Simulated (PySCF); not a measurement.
**Computed structure and properties of [Tm(H2O)]3+**

System: [Tm(H2O)]3+ (singlet in the valence; each metal's 4f electrons, 12 of them, lie in its core potential, out of spins and levels); start: template (C2v). Method: PySCF 2.14.0, RKS B3LYP, Tm lcecp-1-SVP with ECP58, O def2-SVP, H def2-SVP; non-relativistic Hamiltonian with scalar-relativistic core potentials where named; density fitting; no spin-orbit coupling.

Input of the relaxation:

```python
mol = gto.M(atom='''
Tm     0.00000     0.00000    -0.23854
O      0.00000     0.00000     2.17146
H      0.77000    -0.00000     2.76146
H     -0.77000     0.00000     2.76146''',
    basis={'Tm': 'lcecp-1-SVP', 'O': 'def2-SVP', 'H': 'def2-SVP'},
    ecp={'Tm': 'lcecp-1-SVP'},
    charge=3, spin=0)
mf = dft.RKS(mol, xc='B3LYP')
mf.grids.atom_grid = (50, 194)  # f atoms: unpruned, at least (60, 302)
mf = mf.density_fit()  # fitting sets: Tm AutoAux, O def2-universal-JKFIT, H def2-universal-JKFIT
mf.conv_tol = 1e-08; mf.max_cycle = 55
mf.kernel(dm0)  # dm0: converged density of the start geometry
# quasi-Newton relaxation in Cartesian coordinates to a largest gradient under 0.00045 Eh/bohr, steps kept in the point group
```

Run from Python with OMP_NUM_THREADS=2; the lines above give its settings. Where DIIS fails, smearing, a level shift and second-order steps follow.
It took 6.4 s on 2 threads of Arm Neoverse V1, on a shared host, from the converged density of the start.

Course of the relaxation:

```json
{"step": "0", "energy above end (eV)": "0.3707", "largest force component within the symmetry (eV/Å)": "3.531"}
{"step": "1", "energy above end (eV)": "0.1652", "largest force component within the symmetry (eV/Å)": "1.645"}
{"step": "2", "energy above end (eV)": "0.0171", "largest force component within the symmetry (eV/Å)": "1.161"}
{"step": "3", "energy above end (eV)": "0.0037", "largest force component within the symmetry (eV/Å)": "0.260"}
{"step": "4", "energy above end (eV)": "0.0001", "largest force component within the symmetry (eV/Å)": "0.046"}
{"step": "5", "energy above end (eV)": "0.0000", "largest force component within the symmetry (eV/Å)": "0.002"}
```

Relaxed geometry (C2v):

```xyz
4

Tm    0.0000    0.0000   -0.0591
O     0.0000    0.0000    2.0826
H     0.7846    0.0000    2.7161
H    -0.7846    0.0000    2.7161
```

```csv
contact,Å
Tm1–O2 (H2O),2.142
```

On the finer grid (75, 302):

```json
{
  "HOMO": "-28.17 eV",
  "LUMO": "-21.24 eV",
  "Dipole about the centre of mass": "3.53 D",
  "Set of Mulliken populations of Tm1 outside the core potential": "s 2.07, p 6.06, d 0.34, f 0.02",
  "D3(BJ) dispersion energy (not in the energies)": "-0.131 eV"
}
```

```tsv
atom	Mulliken (e)	Löwdin (e)	spin (e)
Tm1	2.52	2.41	0.00
O2	-0.28	0.07	0.00
H3	0.38	0.26	0.00
H4	0.38	0.26	0.00
```

The 4f levels lie in the core potential and are missing. Their spin isn't counted.

On the grid (50, 194), as all that follows. Harmonic modes: a minimum; lowest 480 cm⁻¹ (negative: unstable), highest 3315 cm⁻¹, zero-point energy 0.632 eV.

Taking off one H2O (charge 0, singlet; the rest: singlet) in vacuum, both parts rigid, costs 5.52 eV; the small basis without counterpoise inflates it. Parting with an electron moved from the ligand to the metal can be far cheaper, even downhill.

Rigid scan of H2O along the line from its metal, all other atoms held (where the atom bridges, its other bond changes as well):

(distance to O2 (Å), energy (eV)): (1.84, 0.995), (1.94, 0.376), (2.04, 0.081), (2.14, 0.000), (2.24, 0.060), (2.34, 0.209), (2.54, 0.642)

One start shape was tried, so this needn't be the lowest isomer.

An lcecp potential fixes the number of 4f electrons, so in runs with it no electron can move into or out of that shell.
